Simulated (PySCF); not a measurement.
C₂H₄Cl₂Si₂, SMILES [SiH3]C#C[SiH](Cl)Cl. Atoms are numbered in the order given.

```xyz
10

Si     3.7040    -0.0298     0.5796
C      1.8685    -0.1179     0.4650
C      0.6485    -0.1726     0.3822
Si    -1.1650    -0.2666     0.2803
Cl    -1.9302     1.6383     0.2567
Cl    -1.6852    -1.2315    -1.4556
H      4.2220     0.7552    -0.5759
H      4.2558    -1.4137     0.5470
H      4.0754     0.6373     1.8594
H     -1.7379    -1.0010     1.4290
```

The structure is a stationary point at PBE0-D3(BJ)/def2-SVP. The structure was generated by enumeration, and PubChem lists no compound with its InChIKey, so it may never have been made.

Method: PBE/pcSseg-1 in PySCF.

GIAO shieldings, no solvent; atoms alike by connectivity are averaged. δ = σ(ref) − σ: ²⁹Si against TMS (σ = 335.4 ppm); ¹³C against TMS (σ = 182.0 ppm); ³⁵Cl against HCl (σ = 936.5 ppm); ¹H against TMS (σ = 31.49 ppm), references at their B3LYP-D3(BJ)/def2-TZVP geometries, non-relativistic (without spin–orbit terms, shifts of atoms bonded to Cl or Br come out too high).

```tsv
atoms	nucleus	count	δ (ppm)
Si4	²⁹Si	1	-19.2
Si1	²⁹Si	1	?
C3	¹³C	1	116.8
C2	¹³C	1	114.2
Cl5, Cl6	³⁵Cl	2	?
H10	¹H	1	?
H7, H8, H9	¹H	3	4.58
```

Problem. Some entries are withheld; supply them. (An estimate is asked for; the answer gives what the named calculation found.)

Solution. 
- H10, δ (ppm): 6.12
- Cl5, Cl6, δ (ppm): 108.2
- Si1, δ (ppm): -99.5
